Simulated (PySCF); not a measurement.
This PySCF input asks for the NMR shieldings of SMILES [H][Si]([H])([H])NCC, C$_{2}$H$_{9}$NSi; the geometry comes from PBE0-D3(BJ)/def2-SVP.

```python
import basis_set_exchange as bse
import numpy as np
from pyscf import gto, dft
from pyscf.prop import nmr

atoms = """
Si    0.444755    1.500127    1.137340
H     0.087375    1.893563    2.533469
H     1.910814    1.167539    1.127954
H     0.263169    2.649639    0.197220
N    -0.633806    0.230834    0.665156
C    -0.708825   -0.310881   -0.675290
C     0.277639   -1.434154   -0.967494
H    -0.931922   -0.419998    1.383937
H    -1.737807   -0.663099   -0.871966
H    -0.544925    0.516622   -1.387677
H     1.316064   -1.093868   -0.830204
H     0.172895   -1.800972   -2.000761
H     0.115205   -2.287472   -0.289494
"""
names = dict.fromkeys(["Si", "H", "N", "C"], "pcSseg-1")
basis = {el: gto.basis.parse(bse.get_basis(n, elements=[el], fmt="nwchem")) for el, n in names.items()}
mol = gto.M(atom=atoms, basis=basis, charge=0, verbose=0)
mf = dft.RKS(mol, xc="B3LYP")
mf.grids.level = 2
mf.grids.alignment = dft.numint.BLKSIZE   # the property module wants whole blocks of grid points
mf.conv_tol = 1e-9
mf.kernel()

calc = nmr.RKS(mf)   # GIAO
C = mf.mo_coeff
Co = C[:, mf.mo_occ > 0]
resp = mf.gen_response(singlet=True, hermi=2)
def vind(x):   # induced exchange potential for any number of trial vectors
    d = np.einsum("pi,xij,qj->xpq", C, 2 * x.reshape(-1, C.shape[1], Co.shape[1]), Co, optimize=True)
    return np.einsum("xpq,pi,qj->xij", resp(d - d.transpose(0, 2, 1)), C, Co, optimize=True).ravel()
mo1, _ = nmr.rhf.solve_mo1(calc, with_cphf=vind)
sigma = calc.kernel(mo1)
for i, s in enumerate(sigma):   # ppm
    print("%2d %-2s %9.2f" % (i, mol.atom_pure_symbol(i), np.trace(s) / 3))
```

Task: Give the expected output.

Result: 
```
 0 Si    397.78
 1 H      26.92
 2 H      26.63
 3 H      26.94
 4 N     233.35
 5 C     135.26
 6 C     157.56
 7 H      31.71
 8 H      28.35
 9 H      28.85
10 H      30.08
11 H      30.37
12 H      30.52
```

These numbers come from an equivalent density-fitted implementation of the same equations, which agrees with the script to about 0.01 ppm for H and up to a few tenths of a ppm for heavy atoms, so last digits may differ.

Task: Turn these shieldings into chemical shifts. δ = σ(ref) − σ, references computed at the same level: TMS for ²⁹Si (337.86 ppm) and ¹H (31.38 ppm) and ¹³C (179.24 ppm); ¹⁵N (263.54 ppm) against NH3.

Result: Averaging equivalent atoms: Si 0: -59.9; H 1/2/3: 4.55; H 8/9: 2.78; H 10/11/12: 1.06; H 7: -0.32; N 4: 30.2; C 5: 44.0; C 6: 21.7 ppm. Experimental scales use liquid or dissolved standards, which lie at an offset from isolated NH3 (liquid NH3: subtract about 20 ppm).

Size and cost of the density-fitted run: 120 basis functions, 17 s wall time on 1 thread of an AMD EPYC, shared host; peak memory 0.57 GiB.
